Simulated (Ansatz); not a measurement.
Total energies of the cluster Be2S2 (the lowest singlet isomer of a short search) from Ansatz at PBE0-D4/def2-TZVP, gas phase (1 Eh = 27.2114 eV = 2625.5 kJ/mol). The reference geometry is relaxed at PBE-D4/def2-TZVP.

Cartesian coordinates in Å:
```
Be -0.5951 -0.6441 0.4211
Be 0.5951 0.6441 -0.4211
S 1.3213 -0.8954 0.4976
S -1.3213 0.8954 -0.4976
```

```
                 state                     geometry  energy (Eh)
      charge 0 singlet                    reference   -825.69928
      charge 1 doublet                    reference   -825.37163
      charge 0 triplet  relaxed at PBE-D4/def2-TZVP   -825.61236
      charge 0 quintet  relaxed at PBE-D4/def2-TZVP   -825.49778
free Be atom (singlet)                            –    -14.63549
 free S atom (triplet)                            –   -397.97371
```

Task: Work out the vertical ionisation energy to the doublet.

Result: E(charge 1 doublet) − E(charge 0 singlet) = -825.37163 − (-825.69928) = 0.32765 Eh = 8.92 eV. For comparison, −ε of the highest occupied level is 6.87 eV at this level, 2.05 eV less.

Task: Which of the charge 0 states is lowest, and how far above it are the others?

Result: The singlet. triplet: -825.61236 − (-825.69928) = 0.08692 Eh = 228.2 kJ/mol; quintet: -825.49778 − (-825.69928) = 0.20150 Eh = 529.0 kJ/mol. The quintet differs in its bonds from the reference.

Task: What is the binding energy per atom against free atoms?

Result: Atoms: 2 × (-14.63549) + 2 × (-397.97371) = -825.21840 Eh. Binding: -825.21840 − (-825.69928) = 0.48088 Eh = 13.09 eV, or 3.27 eV for each of 4 atoms (no zero-point energy, no counterpoise term).

The structure comes from a short search, and lower isomers may exist.
